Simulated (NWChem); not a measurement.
C₂H₇OSi cation

```xyz
11

C     -0.9408    -1.5236     0.0931
Si     0.0387     0.0028    -0.0281
C     -0.6423     1.6947     0.0216
O      1.6128    -0.2538    -0.1776
H     -1.6267    -1.4723     0.9554
H     -1.5664    -1.6313    -0.8110
H     -0.2860    -2.4023     0.1844
H      0.0873     2.4594    -0.2818
H     -0.9756     1.9141     1.0527
H     -1.5356     1.7590    -0.6227
H      2.3186     0.4014    -0.2659
```
Atoms are numbered in this order, from 1.

All runs use the structure optimised with PBE0/def2-SVP.

Give the principal values of the shielding tensors (ppm) of C1, Si2, C3, O4 from PBE0/pcSseg-1, GIAO (NWChem), with their diamagnetic and paramagnetic parts as GIAO splits them.


```json
[
 {"atom": "C1", "σ11": "161.3", "σ22": "176.1", "σ33": "204.1", "isotropic": "180.5", "diamagnetic": "257.5", "paramagnetic": "-77.0"},
 {"atom": "Si2", "σ11": "-62.8", "σ22": "224.6", "σ33": "277.2", "isotropic": "146.4", "diamagnetic": "881.1", "paramagnetic": "-734.8"},
 {"atom": "C3", "σ11": "158.4", "σ22": "173.7", "σ33": "202.0", "isotropic": "178.0", "diamagnetic": "258.5", "paramagnetic": "-80.4"},
 {"atom": "O4", "σ11": "11.6", "σ22": "201.8", "σ33": "268.7", "isotropic": "160.7", "diamagnetic": "389.6", "paramagnetic": "-228.9"}
]
```
